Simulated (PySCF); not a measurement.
SMILES CSCC[SiH3], GFN2-xTB optimised geometry. Atoms within 1.6 Å of the plane z = 1.2 Å (x, y, z in Å): C3 (1.46, -0.80, 0.00), C4 (-0.06, -0.80, 0.00), Si5 (-0.78, 0.96, 0.00), H9 (1.88, -1.79, -0.20), H10 (1.85, -0.44, 0.95), H12 (-0.40, -1.35, 0.88), H14 (-2.17, 0.85, 0.43), H15 (-0.02, 1.79, 0.93).

Level of theory: CAM-B3LYP/def2-TZVP in PySCF 2.14.0.

Map of the electrostatic potential (hartree/e), clipped to [-0.08, 0.12] on the plane z = 1.2 Å:

```
|                           |
|                           |
|                           |
|                           |
|                           |
|            ...            |
|        ...:+%+.           |
|        .:-*@@@=.          |
|       .:+#@@@@+.          |
|      .:=%@@@@@-.          |
|     .-=+@@@@@+:......     |
|     .-=+@@@@#=::::::..    |
|     .::=#@@@*=--=**=:.    |
|       .:=*#*+=-+@@@%-..   |
|       ..:==++==*@@@@=..   |
|       ..:=*%#+=#@@@@-..   |
|       ..:*@@@*=+%@@+:..   |
|       ..-@@@@*====-:...   |
|      ...-*@@@+-::::....   |
|     ....:-*#+-:::......   |
|     .....::-::..........  |
|    .....................  |
|    .....................  |
|    ...................... |
|    ...................... |
|    ...................... |
|    ...................... |
```
Scale: ten equal steps from -0.010 (start of ' ') to 0.120 (end of '@'), in the order ' .:-=+*#%@'; x runs from -4.50 to 4.50, y from -4.50 (bottom) to 4.50 (top).
